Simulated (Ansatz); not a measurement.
The cluster CoCl2, relaxed as a doublet with UKS PBE0-D4/def2-TZVP in Ansatz, starting from the GFN2-xTB geometry. Force threshold 0.02 eV/Å.

The charge 0 doublet is spin-contaminated (final ⟨S²⟩ up to 1.76, 0.75 for a pure state). The relaxation made no stability test and no search for a lower SCF solution. No other spin state of charge 0 was run. The structure comes from a short search, and lower isomers may exist.

Start:

| atom | x (Å) | y (Å) | z (Å) |
| --- | --- | --- | --- |
| Co1 | 0.344 | 0.146 | -0.019 |
| Cl2 | -0.711 | 1.335 | 1.048 |
| Cl3 | 0.367 | -1.481 | -1.029 |

```csv
step,energy (eV),largest force component (eV/Å),SCF passes
1,-62660.0881,3.504,100
2,-62660.6340,0.532,90
3,-62660.6885,0.210,70
4,-62660.7234,0.049,51
5,-62660.7252,0.014,46
```

Force components are those of the run's own axes.

End:

```xyz
3

Co    0.0080    0.0034   -0.0005
Cl   -0.6166    1.5982    1.1807
Cl    0.6086   -1.6016   -1.1803
```

By distances, no bond broke or formed. The bond that changes most is Co1–Cl3, from 1.92 to 2.08 Å (atoms count from 1). The end is the same structure that another start reached, the lowest one found.

No frequencies were taken in this run, so the end may be a saddle point.

It took 17 s on 4 threads of Arm Neoverse V1 on a shared host.
